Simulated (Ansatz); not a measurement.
Ga₇Sb₇. Total charge 0; singlet. Geometry r2SCAN-D4/def2-SVP.

```xyz
14

Ga   -0.886    2.426   -1.162
Ga    1.148    0.310   -3.026
Ga    2.193   -3.215    0.203
Ga   -1.981   -0.119   -1.487
Ga   -1.569    0.365    2.065
Ga    0.194   -1.730    1.590
Ga    1.708   -0.082   -0.547
Sb   -2.975    1.615    0.252
Sb   -0.148   -2.027   -1.175
Sb    2.888   -0.920    1.712
Sb   -1.861   -1.909    3.138
Sb    0.998    1.290    2.265
Sb    1.574    2.583   -0.246
Sb   -1.282    1.414   -3.582
```

In the def2 sets Sb takes a core potential; there is no spin–orbit coupling. B3LYP takes the VWN-RPA correlation. Single mean-field runs in def2-SVP, def2-TZVP are fitted with def2-universal-jkfit. The restricted singlet is unstable towards broken spin symmetry in Hartree–Fock (as tested in another run); at PBE-D4/def2-SVP, PBE-D4/def2-TZVP, r2SCAN-D4/def2-TZVP, B3LYP-D4/def2-TZVP and others this wasn't settled. The structure comes from a short search, and lower isomers may exist.

**Question.** Estimate the orbital energies around the gap (eV) in Ansatz with PBE-D4/def2-SVP, PBE-D4/def2-TZVP, r2SCAN-D4/def2-TZVP, B3LYP-D4/def2-TZVP, PBE0-D4/def2-TZVP.

**Answer.** 
```json
{"orbital": "HOMO−5", "PBE-D4/def2-SVP": "-5.63", "PBE-D4/def2-TZVP": "-5.62", "r2SCAN-D4/def2-TZVP": "-5.87", "B3LYP-D4/def2-TZVP": "-6.15", "PBE0-D4/def2-TZVP": "-6.38"}
{"orbital": "HOMO−4", "PBE-D4/def2-SVP": "-5.55", "PBE-D4/def2-TZVP": "-5.55", "r2SCAN-D4/def2-TZVP": "-5.80", "B3LYP-D4/def2-TZVP": "-6.10", "PBE0-D4/def2-TZVP": "-6.32"}
{"orbital": "HOMO−3", "PBE-D4/def2-SVP": "-5.45", "PBE-D4/def2-TZVP": "-5.45", "r2SCAN-D4/def2-TZVP": "-5.69", "B3LYP-D4/def2-TZVP": "-5.98", "PBE0-D4/def2-TZVP": "-6.21"}
{"orbital": "HOMO−2", "PBE-D4/def2-SVP": "-5.31", "PBE-D4/def2-TZVP": "-5.30", "r2SCAN-D4/def2-TZVP": "-5.53", "B3LYP-D4/def2-TZVP": "-5.80", "PBE0-D4/def2-TZVP": "-6.01"}
{"orbital": "HOMO−1", "PBE-D4/def2-SVP": "-4.80", "PBE-D4/def2-TZVP": "-4.80", "r2SCAN-D4/def2-TZVP": "-5.00", "B3LYP-D4/def2-TZVP": "-5.28", "PBE0-D4/def2-TZVP": "-5.47"}
{"orbital": "HOMO", "PBE-D4/def2-SVP": "-4.45", "PBE-D4/def2-TZVP": "-4.47", "r2SCAN-D4/def2-TZVP": "-4.63", "B3LYP-D4/def2-TZVP": "-4.88", "PBE0-D4/def2-TZVP": "-5.05"}
{"orbital": "LUMO", "PBE-D4/def2-SVP": "-3.70", "PBE-D4/def2-TZVP": "-3.71", "r2SCAN-D4/def2-TZVP": "-3.79", "B3LYP-D4/def2-TZVP": "-3.37", "PBE0-D4/def2-TZVP": "-3.31"}
{"orbital": "LUMO+1", "PBE-D4/def2-SVP": "-3.48", "PBE-D4/def2-TZVP": "-3.49", "r2SCAN-D4/def2-TZVP": "-3.53", "B3LYP-D4/def2-TZVP": "-3.07", "PBE0-D4/def2-TZVP": "-3.01"}
{"orbital": "LUMO+2", "PBE-D4/def2-SVP": "-3.34", "PBE-D4/def2-TZVP": "-3.35", "r2SCAN-D4/def2-TZVP": "-3.39", "B3LYP-D4/def2-TZVP": "-2.95", "PBE0-D4/def2-TZVP": "-2.88"}
{"orbital": "LUMO+3", "PBE-D4/def2-SVP": "-3.03", "PBE-D4/def2-TZVP": "-3.05", "r2SCAN-D4/def2-TZVP": "-3.04", "B3LYP-D4/def2-TZVP": "-2.62", "PBE0-D4/def2-TZVP": "-2.52"}
{"orbital": "LUMO+4", "PBE-D4/def2-SVP": "-2.72", "PBE-D4/def2-TZVP": "-2.74", "r2SCAN-D4/def2-TZVP": "-2.73", "B3LYP-D4/def2-TZVP": "-2.28", "PBE0-D4/def2-TZVP": "-2.18"}
{"orbital": "LUMO+5", "PBE-D4/def2-SVP": "-2.62", "PBE-D4/def2-TZVP": "-2.66", "r2SCAN-D4/def2-TZVP": "-2.60", "B3LYP-D4/def2-TZVP": "-2.20", "PBE0-D4/def2-TZVP": "-2.08"}
```
